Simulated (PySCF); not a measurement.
CH8FNOSi2, SMILES C[SiH2]O[Si@@H](N)F.

Geometry optimised at PBE-D3(BJ)/def2-SVP. The structure was generated by enumeration; whether it is a known compound was not checked. Other conformers were not sampled.

Calculation: TDDFT-B3LYP/def2-SVPD (PySCF 2.14.0).

Vertical excitations. The molecule is in vacuum.

```
state  energy (eV)  λ (nm)      f                                                                  main pairs
-----  -----------  ------  -----  --------------------------------------------------------------------------
S1            6.75     184  0.054                                                              HOMO→LUMO 97 %
S2            7.32     169  0.003                                          HOMO→LUMO+1 80 %, HOMO→LUMO+2 12 %
S3            7.61     163  0.002                                        HOMO−1→LUMO 72 %, HOMO−1→LUMO+1 21 %
S4            7.71     161  0.003     HOMO−2→LUMO 48 %, HOMO−2→LUMO+1 22 %, HOMO→LUMO+2 10 %, HOMO→LUMO+3 9 %
S5            7.74     160  0.008      HOMO→LUMO+2 29 %, HOMO→LUMO+3 24 %, HOMO−2→LUMO 19 %, HOMO→LUMO+1 14 %
S6            7.89     157  0.020                                        HOMO−1→LUMO+1 71 %, HOMO−1→LUMO 20 %
S7            7.97     156  0.011                      HOMO→LUMO+3 41 %, HOMO→LUMO+2 28 %, HOMO−2→LUMO+1 17 %
S8            7.99     155  0.011     HOMO−2→LUMO+1 51 %, HOMO−2→LUMO 19 %, HOMO→LUMO+2 15 %, HOMO→LUMO+3 8 %
S9            8.11     153  0.013                                                            HOMO→LUMO+4 75 %
S10           8.38     148  0.047                                                            HOMO→LUMO+5 78 %
T1            6.35     195      0                                                              HOMO→LUMO 92 %
T2            7.22     172      0                                          HOMO→LUMO+1 73 %, HOMO→LUMO+2 17 %
T3            7.31     170      0  HOMO−1→LUMO+1 33 %, HOMO−1→LUMO 30 %, HOMO−2→LUMO+1 16 %, HOMO−2→LUMO 13 %
T4            7.45     166      0  HOMO−2→LUMO+1 27 %, HOMO→LUMO+3 21 %, HOMO−2→LUMO 20 %, HOMO−1→LUMO+1 11 %
```
Triplets are in the Tamm–Dancoff approximation, which puts them higher than full response would, so one can lie above its singlet here.
